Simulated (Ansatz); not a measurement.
Cost and result for the atomization energy of `C[SiH](O)O[SiH](O)O` (15 atoms, 14 bonds).

```json
{"atom": "C1", "x (Å)": "-0.288", "y (Å)": "-1.727", "z (Å)": "-2.045"}
{"atom": "Si2", "x (Å)": "0.397", "y (Å)": "-0.306", "z (Å)": "-1.087"}
{"atom": "O3", "x (Å)": "-0.229", "y (Å)": "1.083", "z (Å)": "-1.690"}
{"atom": "O4", "x (Å)": "-0.027", "y (Å)": "-0.451", "z (Å)": "0.504"}
{"atom": "Si5", "x (Å)": "-0.272", "y (Å)": "0.547", "z (Å)": "1.752"}
{"atom": "O6", "x (Å)": "-0.328", "y (Å)": "2.068", "z (Å)": "1.130"}
{"atom": "O7", "x (Å)": "0.948", "y (Å)": "0.561", "z (Å)": "2.840"}
{"atom": "H8", "x (Å)": "-0.023", "y (Å)": "-1.639", "z (Å)": "-3.102"}
{"atom": "H9", "x (Å)": "-1.378", "y (Å)": "-1.754", "z (Å)": "-1.967"}
{"atom": "H10", "x (Å)": "0.111", "y (Å)": "-2.673", "z (Å)": "-1.672"}
{"atom": "H11", "x (Å)": "1.883", "y (Å)": "-0.284", "z (Å)": "-1.135"}
{"atom": "H12", "x (Å)": "-0.240", "y (Å)": "1.823", "z (Å)": "-1.074"}
{"atom": "H13", "x (Å)": "-1.535", "y (Å)": "0.161", "z (Å)": "2.411"}
{"atom": "H14", "x (Å)": "-0.074", "y (Å)": "2.785", "z (Å)": "1.713"}
{"atom": "H15", "x (Å)": "1.053", "y (Å)": "-0.193", "z (Å)": "3.422"}
```

Charge 0, multiplicity 1. Geometry: relaxed with PBE0-D4/def2-TZVP. It is one conformer, not always the lowest. Program: Ansatz. All runs use 2 threads of an AMD EPYC 7R13 on a shared host and a share of an NVIDIA H100 80 GB. Times are those of one run each, without the atoms' runs, and a repeat can differ threefold. Electronic energies, without spin–orbit coupling; frozen cores. CCSD(T)/CBS adds CCSD(T) − MP2 in def2-TZVPP to the MP2 limit, and its time is that of the two runs behind it. T1 = 0.011. B3LYP takes the VWN-RPA correlation (the form of Gaussian; ORCA's B3LYP/G).

CCSD(T)/CBS is a level of theory with its own doubt, some kJ/mol a heavy atom from the limit and from the frozen cores, so smaller differences don't rank the functionals.

```csv
level,functions,wall time
PBE0-D4/def2-TZVPP,351,2.2 s
PBE-D4/def2-TZVPP (with forces),351,2.4 s
r2SCAN-D4/def2-TZVPP (with forces),351,2.8 s
B3LYP-D4/def2-TZVPP (with forces),351,3 s
B2PLYP/def2-TZVPP,351,3.4 s
ωB97X-V/def2-TZVPP,351,3.4 s
MP2/def2-QZVPP,665,4.4 s
ωB97M-V/def2-TZVPP (with forces),351,4.9 s
CCSD(T)/def2-TZVPP,351,11 s
CCSD(T)/CBS(def2),–,15 s
```

Problem. What atomization energy does each give, and how far from CCSD(T)/CBS? (Best estimate.)

Solution. Computed: 
```tsv
level	atomization (kJ/mol)	difference from CCSD(T)/CBS	per bond
PBE0-D4/def2-TZVPP	5949.6	-108.5	-7.8
PBE-D4/def2-TZVPP (with forces)	6057.8	-0.3	0.0
r2SCAN-D4/def2-TZVPP (with forces)	6028.2	-29.9	-2.1
B3LYP-D4/def2-TZVPP (with forces)	5991.5	-66.6	-4.8
B2PLYP/def2-TZVPP	5952.8	-105.3	-7.5
ωB97X-V/def2-TZVPP	6032.8	-25.3	-1.8
MP2/def2-QZVPP	6127.4	69.3	4.9
ωB97M-V/def2-TZVPP (with forces)	6041.7	-16.4	-1.2
CCSD(T)/def2-TZVPP	5878.2	-179.9	-12.9
CCSD(T)/CBS(def2)	6058.1	0.0	0.0
```

From PBE to PBE0 (25 % exact exchange), in def2-TZVPP and without D4, the atomization energy moves by −103.0 kJ/mol: exact exchange takes away binding that semilocal exchange gives to molecules. The D4 term adds +56.9 kJ/mol with B3LYP and +30.2 kJ/mol with PBE0; it sums over pairs of atoms, weighted by their polarisabilities, and B3LYP, whose exchange is more repulsive, gets the larger term. In def2-TZVPP, CCSD(T) changes the Hartree–Fock value by +1496.3 kJ/mol (the triples alone add +82.4 kJ/mol) and MP2 by +1636.8 kJ/mol; breaking electron pairs costs correlation energy, which Hartree–Fock lacks.
